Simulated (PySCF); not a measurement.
Cl2CrO2, SMILES [O]=[Cr]([Cl])(=[O])[Cl], CAM-B3LYP/def2-SVP optimised geometry.

```
5

Cr    -0.42    -0.65     0.00
O      1.10    -0.65     0.00
O     -0.90    -1.34    -1.27
Cl    -1.10    -1.74     1.68
Cl    -1.10     1.34     0.00
```

Density from CAM-B3LYP/def2-TZVP in PySCF at that geometry.

Minimum of the electron density along straight lines between bonded atoms, close to the bond critical point (lines longer than 1.1 times the sum of covalent radii, or with two minima, are not listed):

| bond | length / Å | ρ at the minimum / e bohr⁻³ | ∇²ρ there / e bohr⁻⁵ | position (fraction from the first atom) |
|---|---|---|---|---|
| Cr1–O2 | 1.522 | 0.329 | 1.16 | 0.53 |
| Cr1–O3 | 1.522 | 0.329 | 1.16 | 0.53 |
| Cr1–Cl4 | 2.112 | 0.117 | 0.26 | 0.47 |
| Cr1–Cl5 | 2.112 | 0.117 | 0.26 | 0.47 |
